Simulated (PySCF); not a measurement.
Job file and geometry (Å, from GFN2-xTB) of an NMR shielding run on SMILES C1=C([SiH2]CC)[SiH2]C=[O+][BH2-]O1, C5H13BO2Si2, PySCF 2.14.0, density-fitted response routines, GIAO PBE0/pcSseg-1 NMR shielding, non-relativistic, gas phase; density fitting, a coarse starting grid and PySCF grid level 2 are the driver's defaults:

```
$ OMP_NUM_THREADS=1 python probes_run.py task.json out

{"job": {"kind": "nmr", "xc": "PBE0", "basis": "pcSseg-1"}, "charge": 0, "multiplicity": 1}
C      2.771311    -0.549199    -1.061802
C      2.675215     0.826890    -0.412894
Si     1.583652     0.837436     1.149370
C     -0.136451     0.207737     0.708725
C     -0.648474    -0.820974     1.430275
O     -1.776106    -1.466954     1.365605
B     -3.074670    -1.413264     0.717093
O     -3.388582    -0.509458    -0.410670
C     -2.777987     0.383298    -1.012454
Si    -1.013764     1.024455    -0.701814
H      3.223142    -1.262670    -0.376453
H      1.781819    -0.915572    -1.327651
H      3.377509    -0.514429    -1.966100
H      3.679156     1.174785    -0.167019
H      2.273636     1.536403    -1.138712
H      2.189953    -0.011674     2.183221
H      1.517769     2.222905     1.642907
H     -0.022424    -1.234608     2.225686
H     -3.905144    -1.108389     1.525962
H     -3.303853    -2.493830     0.258558
H     -3.360455     0.851187    -1.818021
H     -1.263575     2.460952    -0.506488
H     -0.406431     0.801960    -2.024307
```

Q: Write the output of this run.

A: 
```
coarse grid: 20000 points
cycle   1  E = -951.6380067449  dE =  1.319e+00  |g| = 8.545e-01  |ddm| = 4.294e+00
cycle   2  E = -951.2154828381  dE =  4.225e-01  |g| = 1.596e+00  |ddm| = 2.000e+00
cycle   3  E = -951.7876570241  dE = -5.722e-01  |g| = 2.399e-01  |ddm| = 1.520e+00
cycle   4  E = -951.8013517685  dE = -1.369e-02  |g| = 9.748e-02  |ddm| = 2.962e-01
cycle   5  E = -951.8032927055  dE = -1.941e-03  |g| = 4.291e-02  |ddm| = 1.165e-01
cycle   6  E = -951.8037433165  dE = -4.506e-04  |g| = 1.083e-02  |ddm| = 4.627e-02
cycle   7  E = -951.8037660103  dE = -2.269e-05  |g| = 3.670e-03  |ddm| = 9.696e-03
cycle   8  E = -951.8037686854  dE = -2.675e-06  |g| = 8.685e-04  |ddm| = 3.132e-03
final grid: 183352 points
cycle   9  E = -951.8794307592  dE = -3.929e-05  |g| = 1.228e-02  |ddm| = 3.100e-02
cycle  10  E = -951.8793765745  dE =  5.418e-05  |g| = 2.042e-02  |ddm| = 2.279e-02
cycle  11  E = -951.8794602080  dE = -8.363e-05  |g| = 2.946e-03  |ddm| = 1.572e-02
cycle  12  E = -951.8794623630  dE = -2.155e-06  |g| = 3.973e-04  |ddm| = 2.980e-03
cycle  13  E = -951.8794623970  dE = -3.408e-08  |g| = 1.382e-04  |ddm| = 4.497e-04
cycle  14  E = -951.8794624010  dE = -3.922e-09  |g| = 4.705e-05  |ddm| = 1.326e-04
cycle  15  E = -951.8794624014  dE = -4.195e-10  |g| = 1.392e-05  |ddm| = 4.266e-05
converged SCF energy = -951.8794624014

GIAO shielding tensors (ppm)
atom      isotropic    diamagn.    paramagn.     s11        s22        s33       span
  0 C      176.370     248.754     -72.383    168.896    173.960    186.255     17.360
  1 C      179.245     254.139     -74.894    172.542    180.353    184.839     12.297
  2 Si     384.109     881.983    -497.874    344.988    382.715    424.624     79.636
  3 C      115.540     271.436    -155.897     48.374    136.025    162.220    113.845
  4 C       10.681     249.342    -238.661   -101.908     38.018     95.934    197.842
  5 O       86.485     396.217    -309.732    -23.581     52.353    230.684    254.265
  6 B      100.739     183.293     -82.553     96.006     97.654    108.558     12.552
  7 O     -292.195     390.560    -682.755   -811.688   -390.718    325.820   1137.508
  8 C      -67.039     261.999    -329.038   -239.582    -68.254    106.718    346.300
  9 Si     405.690     884.597    -478.906    352.208    393.465    471.398    119.191
 10 H       30.871      30.566       0.305     26.658     28.557     37.398     10.739
 11 H       30.630      33.730      -3.099     25.430     31.068     35.393      9.963
 12 H       30.347      28.820       1.528     25.313     27.534     38.195     12.882
 13 H       30.944      29.235       1.708     25.954     28.603     38.274     12.320
 14 H       31.074      33.103      -2.029     27.636     28.842     36.745      9.108
 15 H       27.346      30.694      -3.348     23.994     25.921     32.123      8.129
 16 H       27.004      29.901      -2.897     23.369     25.341     32.302      8.934
 17 H       24.235      31.469      -7.234     19.428     23.612     29.664     10.235
 18 H       27.009      27.266      -0.257     24.225     26.727     30.074      5.849
 19 H       27.002      28.411      -1.409     24.108     26.739     30.159      6.051
 20 H       20.840      27.374      -6.534     15.836     20.844     25.840     10.004
 21 H       26.931      30.316      -3.385     23.504     24.852     32.436      8.932
 22 H       26.924      31.593      -4.669     22.889     26.539     31.344      8.456
```

Size and cost of the density-fitted run: 249 basis functions, 3.7 min wall time (2.9 min CPU) on 1 thread of an AMD EPYC, shared host; peak memory 1.1 GiB.
